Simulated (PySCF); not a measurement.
Does the structure fit the spectrum?

A compound C7H10Si gives the data below (simulated from a calculation) and was assigned the structure `CC#CC1=C[SiH2][C@H]1C`.

¹³C{¹H} NMR (computed): δ 101.6 (C), 91.2 (C), 78.2 (C), 73.9 (C), 24.9 (CH3, 2C), 23.9 (CH).

¹H NMR (400 MHz, computed): δ 4.29 (s, 3H), 2.65 (sept, 1H), 1.27 (d, 6H).

Theoretical values (PySCF 2.14): PBE0/pcSseg-1 with gauge-including orbitals, GFN2-xTB structure. Gas phase, fast rotation and ring inversion assumed for equivalent nuclei, non-relativistic, one conformer.

Shifts are taken against calculated references (same method and geometry level): TMS for ¹H and ¹³C.

(1) Compare with the shifts computed for the proposed structure, pairing carbons in order of shift.

(2) Which isomer fits?

Results:

(1) Atom-mapped SMILES (the numbers label the heavy atoms): `[CH3:1][C:2]#[C:3][C:4]1=[CH:5][SiH2:6][C@H:7]1[CH3:8]`. Hydrogens are named by the atom that carries them.

```tsv
atom	computed for proposal	given list	difference
C4	160.9	101.6	+59.3
C5	143.8	91.2	+52.6
C2	103.0	78.2	+24.8
C3	83.2	73.9	+9.3
C7	35.6	24.9	+10.7
C8	19.8	24.9	-5.1
C1	6.1	23.9	-17.8
```

The rms difference is 32.6 ppm and the largest +59.3 ppm at C4 (fully substituted alkene carbon). The proposal also would give 7 carbon signals, not 6. The carbon types in order of shift don't match either: C, CH, C, C, CH, CH3, CH3 for the proposal against C, C, C, C, CH3, CH3, CH in the data. The proposal doesn't fit.

(2) `InChI=1S/C7H10Si/c1-7(2)5-3-4-6-8/h7H,1-2,8H3`.

Carbon types of the structure: 4 × C, 1 × CH, 2 × CH3, leaving 3 H on heteroatoms. δC 101.6, 91.2, 78.2, 73.9: alkyne carbon; the triple bond shields along its axis, which puts it between sp3 and sp2 carbons. δC 24.9: methyl carbon; a saturated carbon with 1 carbon neighbour and no heteroatom attached. δC 23.9: propargylic sp3 CH; saturated and bonded to C and H only. δH 4.29: hydrogen on a silicon bonded to C.

Other isomers checked: C=C=C(C)C#C[SiH2]C (rms 55.7 ppm); Cc1ccccc1[SiH3] (rms 70.9 ppm).

The shifts were computed for this structure.

Shifts are as computed. Against solution values, carbons near 30 ppm lie about +3 ppm off and those near 130 ppm about +5 ppm (rms about the fit 2.1 ppm; single classes can miss by 10 ppm). Of 1328 compounds with measured shifts, 309 miss one by over three times the rms of a fit or turn the order of signals round; such compounds aren't used in these exercises. Signals without a measured value on file couldn't be tested in this way; 1H shifts scatter by 0.2 ppm about their fit, and single ones miss by 0.5 ppm. Multiplicities follow the n + 1 count of equivalent neighbours, as no J values were calculated; m marks all less simple cases, F and P coupling included.
